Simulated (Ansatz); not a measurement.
B7N6⁺, relaxed as a singlet with RKS PBE-D4/def2-SVP in Ansatz, starting from the GFN2-xTB geometry. Force threshold 0.03 eV/Å.

The restricted singlet is unstable towards broken spin symmetry in Hartree–Fock (as tested in another run); at PBE-D4/def2-SVP this wasn't settled. Another isomer (singlet) lies 5.66 eV lower at PBE0-D4/def2-TZVP; other spin states weren't run for this one.

Start:

```xyz
13

B     0.841    2.384   -0.601
B     1.674    4.782   -1.155
B     2.521    7.183   -1.696
B    -1.682   -4.777    1.167
B     0.012   -0.011   -0.028
B    -0.828   -2.397    0.564
B    -2.543   -7.156    1.776
N    -0.407   -1.211    0.267
N     2.107    6.019   -1.436
N     0.429    1.191   -0.320
N    -2.126   -6.002    1.480
N     1.263    3.600   -0.884
N    -1.260   -3.605    0.867
```

Task: Estimate the energy that the relaxation releases and the steps that it takes.

Result: 2.0 kcal/mol, in 7 steps; 24 s on 6 threads of Intel Xeon on a shared host. No frequencies were taken in this run, so the end may be a saddle point.

Task: Does the start keep its bonding and symmetry?

Result: By distances, no bond broke or formed. The bond that changes most is B3–N9, from 1.26 to 1.28 Å (atoms count from 1).

Task: Predict the relaxed structure.

Result: 
```xyz
13

B     0.855    2.413   -0.594
B     1.689    4.835   -1.174
B     2.576    7.245   -1.726
B    -1.711   -4.828    1.170
B     0.011   -0.006   -0.009
B    -0.844   -2.420    0.580
B    -2.528   -7.248    1.787
N    -0.416   -1.218    0.285
N     2.101    6.081   -1.477
N     0.436    1.207   -0.304
N    -2.173   -6.058    1.468
N     1.280    3.636   -0.887
N    -1.277   -3.639    0.880
```
Bond lengths: 12 × B–N 1.28 to 1.35 Å.
